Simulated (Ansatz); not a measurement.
System: boronic acid, sum formula H$_{3}$BO$_{2}$, charge 0, multiplicity 1. 
Geometry from a B3LYP-D3(BJ)/def2-TZVP (Ansatz, a program for electronic structure) optimisation:
```
B
O 1 1.3567
H 2 0.9653 1 112.89
O 1 1.3670 2 119.37 3 0.00
H 4 0.9609 1 113.80 2 180.00
H 1 1.1934 2 118.36 3 180.00
```

Parts of the frozen-core correlation energy in STO-3G (Ansatz, hartree). Frozen orbitals: 3; correlated occupied orbitals by spin: 9 and 9; virtual: 6 and 6. No spin-orbit coupling. No relativistic terms.

```csv
term,value
reference (HF),-173.88973
MP2 opposite-spin,…
MP2 same-spin,…
CCSD correlation,-0.14589
(T),…
FCI minus CCSD(T),-0.00045
T1 diagnostic,0.018
largest doubles amplitude,0.059
```

### Question
Some entries are withheld; supply them.

### Answer

- MP2 opposite-spin, value: -0.09841
- MP2 same-spin, value: -0.02094
- (T), value: -0.00516
